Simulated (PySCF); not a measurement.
## Vibration and rotation of SnC⁺

UHF-CCSD(T) constants of SnC⁺, ⁴Σ⁻ (quartet), unpaired electrons σ ↑, π ↑↑ (PySCF, scalar-relativistic core potentials, basis sets Sn aug-cc-pVDZ-PP with ECP28, C aug-cc-pVDZ; masses 119.9022 and 12.0000 u):

* ωe: 579.8 cm⁻¹
* ωexe: 3.04 cm⁻¹
* Be: 0.33628 cm⁻¹
* αe: 0.00245 cm⁻¹
* D (centrifugal): 4.52e-07 cm⁻¹
* De to Sn⁺ + C: 2.37 eV

Question: Give the vibrational terms G(v) and spacings up to v = 6.

Answer: G(v) = ωe(v+½) − ωexe(v+½)².

```json
{"v": "0", "G(v) (cm⁻¹)": "289.1", "G(v) − G(v−1)": "", "Bv (cm⁻¹)": "0.3351"}
{"v": "1", "G(v) (cm⁻¹)": "862.9", "G(v) − G(v−1)": "573.7", "Bv (cm⁻¹)": "0.3326"}
{"v": "2", "G(v) (cm⁻¹)": "1430.5", "G(v) − G(v−1)": "567.6", "Bv (cm⁻¹)": "0.3302"}
{"v": "3", "G(v) (cm⁻¹)": "1992.1", "G(v) − G(v−1)": "561.6", "Bv (cm⁻¹)": "0.3277"}
{"v": "4", "G(v) (cm⁻¹)": "2547.5", "G(v) − G(v−1)": "555.5", "Bv (cm⁻¹)": "0.3253"}
{"v": "5", "G(v) (cm⁻¹)": "3096.9", "G(v) − G(v−1)": "549.4", "Bv (cm⁻¹)": "0.3228"}
{"v": "6", "G(v) (cm⁻¹)": "3640.3", "G(v) − G(v−1)": "543.3", "Bv (cm⁻¹)": "0.3204"}
```

Question: How well does the Morse estimate ωe²/(4ωexe) reproduce De, and what is D0?

Answer: It gives 3.43 eV, 145 % of the computed De. D0 = De − G(0) = 2.37 − 0.04 = 2.33 eV.

Correlated steps freeze 5 core orbitals. Correlated levels converge slowly with the basis: in double zeta they bind strong bonds too weakly, by up to about 1 eV, and carry superposition errors of some tenths. These are scalar-relativistic numbers at best; spin–orbit coupling would shift them, the dissociation energy most. For an ion De counts to the pair picked by the measured ionisation energies or electron affinities, which need not be the lowest pair at this level. The state is the lowest determinant that a PBE0 search found; another state may lie lower at other levels.
